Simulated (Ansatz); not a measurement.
This triplet is an excited state, 0.90 eV above the relaxed singlet at the level composite: frozen-core CCSD(T) with HF/cc-pVQZ and the correlation energy extrapolated as X^-3 from cc-pVTZ and cc-pVQZ, plus CCSDT(Q) minus CCSD(T) in cc-pVDZ // PBE0-D3(BJ)/def2-TZVP (Ansatz, a first-principles code).

A geometry relaxed with PBE0-D3(BJ)/def2-TZVP (Ansatz), charge 0, multiplicity 3:

```xyz
3

Cl     1.4980    -0.2387     0.0000
Cl    -1.4977    -0.2404     0.0000
C     -0.0003     0.4791     0.0000
```

Problem. Write the SMILES of this molecule.

Solution. `Cl[C]Cl`
